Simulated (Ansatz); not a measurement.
Basis sets compared for the cluster ZnSn₁₂⁺ (the lowest doublet isomer of a short search). The state is a doublet with charge 1. Geometry PBE-D4/def2-SVP. Ansatz on 2 threads of AMD EPYC 7R13 on a shared host and a share (18 GiB) of an NVIDIA H100 80GB HBM3; times are rough, and most runs start from earlier orbitals.

```csv
atom,x (Å),y (Å),z (Å)
Zn1,2.362,0.389,-1.420
Sn2,-0.008,-0.001,0.005
Sn3,-1.952,2.434,0.102
Sn4,-0.141,1.752,-2.540
Sn5,-2.600,-0.245,-1.709
Sn6,-2.569,-0.423,1.545
Sn7,-0.212,1.484,2.738
Sn8,1.302,2.797,0.148
Sn9,0.215,-1.780,2.555
Sn10,-1.261,-2.849,-0.193
Sn11,1.978,-2.368,-0.142
Sn12,2.612,0.250,1.630
Sn13,0.276,-1.441,-2.719
```

In the def2 sets Sn takes a core potential; there is no spin–orbit coupling. Single mean-field runs in def2-TZVP are fitted with def2-universal-jkfit. The structure comes from a short search, and lower isomers may exist.

```csv
level,functions,energy (Eh),HOMO (eV),LUMO (eV),wall time
PBE-D4/def2-SVP,343,-4350.9050,-7.02,-6.72,4.8 s
PBE0-D4/def2-SVP,343,-4350.9766,-7.55,-6.17,7 s
```

(1) Estimate the rows for PBE-D4/def2-TZVP (with forces), PBE0-D4/def2-TZVP.

Answers

(1) 
| level | functions | energy (Eh) | HOMO (eV) | LUMO (eV) | wall time |
| --- | --- | --- | --- | --- | --- |
| PBE-D4/def2-TZVP (with forces) | 648 | -4351.2442 | -7.00 | -6.70 | 7.5 s |
| PBE0-D4/def2-TZVP | 648 | -4351.3036 | -7.52 | -6.12 | 8.5 s |
